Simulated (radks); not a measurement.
The numbers below are computed, except where a source is named.
Correlation energies from several functionals, in hartree. Species: Ag [Kr] 4d10 5s1; Cu18+ [Ne] 3s1; Pb2+ [Hg]; Lu+ [Xe] 4f14 6s2; Cr [Ar] 3d5 4s1. Code: a radial shooting solver on a logarithmic mesh with Libxc functionals. Model: non-relativistic Kohn-Sham, exchange-only B88, spin-polarised, spherical densities, point nucleus. Every spin shell is full or empty, so the densities are truly spherical. Functionals are evaluated on that one density, not self-consistently.

functional       Ag     Cu18+     Pb2+      Lu+        Cr
PW92        -4.4387   -1.1815  -8.4594  -7.1818   -1.9348
PZ          -4.4362   -1.1818  -8.4669  -7.1860   -1.9248
Wigner      -2.4899  -0.56836  -4.3459  -3.7775   -1.1070
Chachiyo    -4.3785   -1.1690  -8.3686  -7.1002   -1.8982
PBE         -2.4696  -0.44589  -4.9780  -4.1637  -0.98104
PBEsol      -2.7974  -0.53406  -5.5695  -4.6767   -1.1334
P86         -2.7989  -0.59666  -5.5917  -4.6949   -1.1147
PW91        -2.6676  -0.52477  -5.3414  -4.4763   -1.0713
OP (B88)    -2.2924  -0.50872  -4.3129  -3.6770  -0.96553
TPSS        -2.4705  -0.44770  -4.9764  -4.1644  -0.98099
B95         -2.9925  -0.63517  -6.1934  -5.1741   -1.1519
Tao-Mo      -2.3833  -0.40917  -4.8694  -4.0654  -0.92167
